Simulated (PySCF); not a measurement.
Simulation results for CH₄AlNSi

Calculation on a computer-drawn molecule: the log of a Hartree-Fock and frozen-core CCSD(T) single point meant for a local Hartree-Fock minimum, with one planted fault or none, to be diagnosed. Offsets are logged minus clean, where the clean run is the same molecule without the fault. The reference is restricted for singlets and unrestricted otherwise, and also for a bond in bohr or an excited solution. Adding or removing an electron swaps singlet and doublet. The excited solution moves the top pair (singlet) or top alpha electron (doublet) to the lowest empty orbital. Highest occupied and lowest empty are orbital energies over both spins, largest force is the largest gradient component, triples share is (T) over the correlation energy, the T1 limit is 0.02 restricted and 0.045 unrestricted, electrons count all cores, a negative frequency is imaginary (commonest isotopes), and the dipole is about the centre of nuclear charge. Program: PySCF 2.14.0.

```json
{"formula": "CH4AlNSi", "logged_structure": {"atoms_angstrom": [["Al", -1.2807, -0.9777, -2.1555], ["N", 0.2914, -0.4333, -1.6639], ["C", 0.4047, 0.1891, -0.4964], ["Si", -0.4352, 1.4974, 0.0195], ["H", 1.1253, -0.7485, -2.0048], ["H", 1.1099, -0.1883, 0.1602], ["H", -1.4074, 2.1128, -0.7724], ["H", -0.3797, 1.8614, 1.3642]]}, "given": {"meant_charge": 0, "meant_multiplicity": 1, "meant_basis": "cc-pV(D+d)Z", "logged_electrons": 44, "logged_basis_functions": 94, "logged_SCF_converged": "yes", "logged_spin_squared": 0.0, "logged_highest_occupied [eV]": -7.4636, "logged_lowest_empty [eV]": 1.6376, "logged_largest_force [hartree/bohr]": 0.049021, "logged_T1_diagnostic": 0.015468, "logged_D1_diagnostic": 0.044662, "logged_triples_share": 0.035236, "logged_CC_converged": "yes", "logged_dipole_magnitude [debye]": 1.8603, "logged_SCF_stable_within_its_kind": "yes", "logged_energy_HF [hartree]": -625.41943, "logged_energy_CCSD(T) [hartree]": -625.92881, "possible_faults": "no fault, one electron removed, one electron added, multiplicity raised by two, geometry at a saddle point, SCF held on an excited solution, minimal basis STO-3G, one bond length entered in bohr, all coordinates scaled", "drawn_bonds_atom": [1, 2, 3, 2, 3, 4, 4], "drawn_bonds_other_atom": [2, 3, 4, 5, 6, 7, 8], "drawn_bonds_order": [1, 1, 2, 1, 1, 1, 1]}, "results": {}}
```

To be estimated
1. Which fault was planted in the run of CH₄AlNSi?

Calculated values
1. all coordinates scaled, by -5.1 %

Further results for CH₄AlNSi:

| Property | Result |
| --- | --- |
| HF energy offset from clean run | 15.71 kcal/mol |
| CCSD(T) energy offset from clean run | 21.78 kcal/mol |
